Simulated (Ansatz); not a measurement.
Stepwise reaction of `[NH]=[V]([NH2])([NH2])[F]` with hydrogen fluoride, as a gas-phase model of exchange steps in deposition or etching. ΔE in kJ/mol; ΔG adds harmonic PBE0-D4 terms to CCSD(T)/CBS, at 1 bar.

Program: Ansatz. Geometries: PBE0-D4/def2-TZVP. ΔE: electronic, gas phase. CBS: MP2 limit from def2 TZ/QZ plus the TZ coupled-cluster correction, frozen cores. This one scheme is used for every species. Functionals use def2-TZVPP. B3LYP here is the variant with VWN-RPA as its local correlation; programs differ in this. For V outer-core shells are correlated without core-valence functions, which leaves a few kJ/mol of doubt a bond. Scalar relativity is left out up to krypton. One conformer a species, not always the lowest.

| step | reaction | PBE-D4 | B3LYP-D4 | ωB97M-V | CCSD(T)/CBS | ΔG(500 K) |
| --- | --- | --- | --- | --- | --- | --- |
| 1 | `[NH]=[V]([NH2])([NH2])[F]` + H–F → `[NH]=[V]([NH2])([F])[F]` + NH₃ | -81.4 | -80.7 | -81.1 | -66.8 | -64.6 |
| 2 | `[NH]=[V]([NH2])([F])[F]` + H–F → `[NH]=[V]([F])([F])[F]` + NH₃ | -57.1 | -54.5 | -55.5 | -41.0 | -36.9 |

Task: By hand: ΔE of the 2 steps together at CCSD(T)/CBS.

Result: (-66.8) + (-41.0) = -107.8 kJ/mol, or -53.9 kJ/mol a step.

In ΔE each step is higher than the one before. All are downhill at CCSD(T)/CBS. ΔG lies between -64.6 and -36.9 kJ/mol a step. PBE-D4 differs from CCSD(T)/CBS by -16.1 to -14.6 kJ/mol a step. Isolated molecules leave out the surface, adducts and barriers. Largest T1 diagnostic: 0.031.
